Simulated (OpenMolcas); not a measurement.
An atom or ion with 7 electrons was computed by SS-CASPT2, IPEA 0.25 Eh, imaginary shift 0.1 Eh with spin-orbit coupling (OpenMolcas, ANO-RCC-VQZP, DKH2). The lowest levels that the run gave, each within 12 % of the measured value where one is at hand:

```json
{"J": "3/2", "Parity": "odd", "E (eV)": "0.0000", "g": "2.002"}
{"J": "3/2", "Parity": "odd", "E (eV)": "4.300", "g": "0.800"}
{"J": "5/2", "Parity": "odd", "E (eV)": "4.302", "g": "1.200"}
{"J": "3/2", "Parity": "odd", "E (eV)": "6.440", "g": "1.334"}
{"J": "1/2", "Parity": "odd", "E (eV)": "6.441", "g": "0.666"}
{"J": "5/2", "Parity": "even", "E (eV)": "18.877", "g": "1.601"}
{"J": "3/2", "Parity": "even", "E (eV)": "18.915", "g": "1.735"}
{"J": "1/2", "Parity": "even", "E (eV)": "18.937", "g": "2.671"}
{"J": "3/2", "Parity": "even", "E (eV)": "26.276", "g": "0.800"}
{"J": "5/2", "Parity": "even", "E (eV)": "26.276", "g": "1.200"}
{"J": "1/2", "Parity": "even", "E (eV)": "31.076", "g": "2.002"}
{"J": "3/2", "Parity": "even", "E (eV)": "33.692", "g": "1.334"}
```

Task: Which ion is it, and what are the configurations and terms?

Result: F²⁺ (Z = 9, charge +2; active space 5 electrons in 4 orbitals (2s 2p)). J, parity and g give the terms where levels are pure, and mixed ones are named by the computed weights; the size of the splittings, set against known spectra of the 7-electron sequence, gives the charge. In order, with the measured energies in eV (Moore, Atomic Energy Levels, vol. I, NSRDS-NBS 35 (1971 reprint of NBS Circular 467, 1949)): 2s² 2p³ ⁴S°_3/2, 2s² 2p³ ²D°_3/2, 2s² 2p³ ²D°_5/2, 2s² 2p³ ²P°_3/2, 2s² 2p³ ²P°_1/2, 2s 2p⁴ ⁴P_5/2 (18.8329), 2s 2p⁴ ⁴P_3/2 (18.8748), 2s 2p⁴ ⁴P_1/2 (18.8964), 2s 2p⁴ ²D_3/2 (26.0684), 2s 2p⁴ ²D_5/2 (26.0664), 2s 2p⁴ ²S_1/2 (30.7803), 2s 2p⁴ ²P_3/2 (33.0491).

CASPT2 breaks the degeneracy within a term, and the mean is taken; among the terms shown or strongly mixed into the levels shown the widest spread is 130 cm-1 (2s 2p⁴ ²D). Computed and measured levels are paired by configuration, term and J; levels that our copy of the source lacks, or whose pairing is in doubt (as where it misses far off the trend of its configuration), stay unpaired and out of the deviations. Levels of configurations outside the active space are missing.

° marks odd parity.
